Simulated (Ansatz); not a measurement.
Coupled-cluster diagnostics for Cu2F, Ansatz.

Geometry of the doublet (r2SCAN-D4/def2-TZVP):

```tsv
atom	x (Å)	y (Å)	z (Å)
Cu1	0.308	0.124	-0.429
Cu2	-1.388	1.288	0.556
F3	1.080	-1.412	-0.127
```

Correlated methods freeze 19 core orbitals. Another isomer (doublet) lies 0.17 eV lower at PBE0-D4/def2-TZVP; other spin states weren't run for this one.

(1) Estimate the CCSD(T) correlation energy, the shares of MP2 and (T), T1 and the reference's ⟨S²⟩ for: charge 0, doublet, own geometry in def2-TZVPP; and the rough time on 4 threads of Arm Neoverse V1 on a shared host.

## Answers

(1) 
```csv
state,basis,correlation (eV),MP2 share (%),(T) share (%),T1,⟨S²⟩ (pure),wall time,remarks
"charge 0, doublet, own geometry",def2-TZVPP,-30.734,103.6,3.3,0.124,0.77 (0.75),54 s,large T1
```
Customary marks for T1 are 0.02 (closed shells), 0.045 (open shells) and about 0.05 (3d metals). T1 exceeds 0.02 in 1 of 1 rows and 0.045 in 1; the higher it lies, the less the single-reference result can be trusted.
